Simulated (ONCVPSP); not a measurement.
## strontium (Sr) ONCV: all-electron and pseudo phase curves

```
Element                 : Sr
Generator               : ONCVPSP 4.0.1
Type                    : optimised norm-conserving Vanderbilt (ONCV)
Functional              : PBE
Relativity              : fully relativistic
Frozen core             : [Ar] 3d10
Valence charge          : 10
Reference configuration : 4s2 4p6 (charge +2)
Partial waves           : 4s: rc 1.35 bohr, ncon 3, nbas 7, qcut 5.6 1/bohr, 1 projector; 4p: rc 1.90 bohr, ncon 4, nbas 7, qcut 9 1/bohr, 1 projector; d scattering state at 0.04 Ha: rc 1.70 bohr, ncon 4, nbas 7, qcut 5.7 1/bohr, 2 projectors, debl 3 Ha
Local potential         : polynomial inside 0.95 bohr (lpopt 1, dvloc0 3 Ha)
Core correction         : Teter function, fcfact 3, rcfact 1.7
```

Open shells are filled in proportion to 2j + 1.

In the d channel the program set the typed energies aside and used 0.050, 3.050 Ha (j = l + 1/2; the other j can differ).

The phase is arctan(r·R′/R) of the radial function R(r), unwrapped; energies in Ha, scanned from -4 to 5 Ha. A pole is an energy at which the radial function vanishes at the test radius. The pseudo phase is shifted by a multiple of π to meet the all-electron one at the reference energy, and phase errors are pseudo minus all-electron; the curves can meet again beyond the range given. Levels narrower than the energy grid can be missing from the lists of poles.

Problem. For each channel, where are the poles, and over which energies does the pseudopotential scatter like the atom?

Solution.

```tsv
channel	radius (bohr)	reference energy (Ha)	poles, all-electron	poles, pseudo	unbroken range about the reference energy with phases within 0.05 rad	phase error 1 Ha above the reference energy (rad)
s	1.37	-2.01	1.39	-0.49, 2.09	below -0.8	-0.022
p3/2	1.92	-1.33	-0.44	-0.46, 3.83	below 0.7	-0.006
p1/2	1.92	-1.37	-0.54	-0.55, 3.85	below 0.7	-0.006
d5/2	1.73	0.05	1.85	1.84	below 4.9	-0.000
d3/2	1.73	0.05	1.82	1.82	below 4.8	-0.001
```

Note: ghosts flagged at negative energy: s at -12.4 eV; no localised positive-energy state flagged. A true bound ghost makes a file unfit for plane-wave use.

Phases in the s channel:

```tsv
E (Ha)	all-electron	pseudo
-3.98	0.592	0.555
-3.74	0.428	0.388
-3.50	0.223	0.183
-3.26	-0.019	-0.054
-3.02	-0.277	-0.302
-2.78	-0.518	-0.533
-2.54	-0.723	-0.729
-2.30	-0.886	-0.888
-2.06	-1.013	-1.013
-1.82	-1.113	-1.113
-1.58	-1.191	-1.194
-1.34	-1.254	-1.263
-1.10	-1.306	-1.324
-0.86	-1.350	-1.385
-0.62	-1.386	-1.468
-0.38	-1.418	-1.893
-0.14	-1.446	-4.394
0.10	-1.470	-4.514
0.34	-1.493	-4.562
0.58	-1.513	-4.595
0.82	-1.531	-4.620
1.06	-1.549	-4.641
1.30	-1.565	-4.660
1.54	-1.581	-4.677
1.78	-1.595	-4.693
2.02	-1.610	-4.708
2.26	-1.624	-4.722
2.50	-1.638	-4.736
2.74	-1.653	-4.750
2.98	-1.667	-4.763
3.22	-1.682	-4.776
3.46	-1.697	-4.790
3.70	-1.714	-4.804
3.94	-1.731	-4.818
4.18	-1.749	-4.833
4.42	-1.770	-4.849
4.66	-1.792	-4.867
4.90	-1.817	-4.885
```
